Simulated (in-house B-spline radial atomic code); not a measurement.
Results of a calculation; reference values are marked as such.
# Correlation energy from the adiabatic connection: −V exp(−r²/w²), V = 5.76, w = 3.91

Two electrons in a singlet, external potential −V exp(−r²/w²), V = 5.76, w = 3.91 (atomic units). Full CI in B-splines (partial waves to l = 8, correlation up to 0.6 % small) with the density held fixed gives W(λ) = <V_ee>_λ − U, and E_c is the integral of W(λ) − W(0) from 0 to 1.

```tsv
λ	W(λ) − W(0) (hartree)
0	0.00000
0.02	-0.00197
0.05	-0.00488
0.12	-0.01142
0.25	-0.02275
0.4	-0.03461
0.6	-0.04867
0.8	-0.06103
1	-0.07194
```

(1) Integrate the table by the trapezoid rule.

(2) Now use only three numbers: W(0) = -0.65429, the initial slope W'(0) = -0.09936 (extrapolated from the first points) and the strong-coupling limit of the point-charge-plus-continuum model, W∞ = -0.89746. What do second-order theory and the interpolation W(λ) = W∞ + (W(0) − W∞)/√(1 + 2χλ) of Seidl, Perdew and Levy give?

## Answers

(1) The strips give -0.00002, -0.00010, -0.00057, -0.00222, -0.00430, -0.00833, -0.01097, -0.01330, which sum to -0.03981 hartree. The direct value, W(1) − W(0) + T_c with T_c = 0.03202, is -0.03992; the curve is convex, so chords lie above it and the trapezoids fall short in size by 0.27 %.

(2) Second order keeps the slope alone: E_c = W'(0)/2 = -0.04968, +24 % in size against -0.03992. Matching the slope fixes χ = W'(0)/(W∞ − W(0)) = -0.09936/(-0.24317) = 0.40860. Integrating, with s = √(1 + 2χ) = 1.348038, E_c = −(W(0) − W∞)(s − 1)/(s + 1) = −0.24317 × 0.348038/2.348038 = -0.03604 hartree, -9.7 % in size against the full result. At λ = 1 the formula gives W − W(0) = -0.06278 against -0.07194. Part of the miss can come from the model's W∞.
